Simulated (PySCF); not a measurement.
# Pb (lead, neutral) across methods

[Xe] 4f14 5d10 6s1 6p2 7s1, high-spin 5P determinant (an excited configuration). Computed with PySCF 2.14 in aug-cc-pVTZ-DK3 (9s8p6d3f, 84 functions), with scalar relativity by spin-free X2C-1e.

| method | E (hartree) | mean ε 6s α (eV) | mean ε 6p α (eV) | mean ε 7s α (eV) | Σ⟨r²⟩ (bohr²) | ⟨S²⟩ |
| --- | --- | --- | --- | --- | --- | --- |
| r2SCAN | -20883.63 | -17.122 | -7.438 | -1.882 | 102.7 | 6.005 |
| PBE | -20883.70 | -16.408 | -7.004 | -1.883 | 102.4 | 6.002 |
| LDA | -20870.98 | -16.650 | -7.123 | -1.979 | 101.6 | 6.002 |
| BLYP | -20884.79 | -16.170 | -6.731 | -1.670 | 102.5 | 6.001 |
| TPSS | -20882.84 | -16.461 | -7.049 | -1.827 | 102.8 | 6.002 |
| PBE0 | -20883.41 | -17.985 | -8.039 | -2.229 | 102.6 | 6.003 |
| UHF | -20877.56183 | -21.889 | -10.634 | -2.973 | 104.5 | 6.006 |

Spin-orbit coupling is strong in this species (close to jj coupling), so the high-spin LS determinant is a model state, not a physical level. The outer electron is Rydberg-like, and this basis confines it to a smaller radius and binds it less than a complete one would.
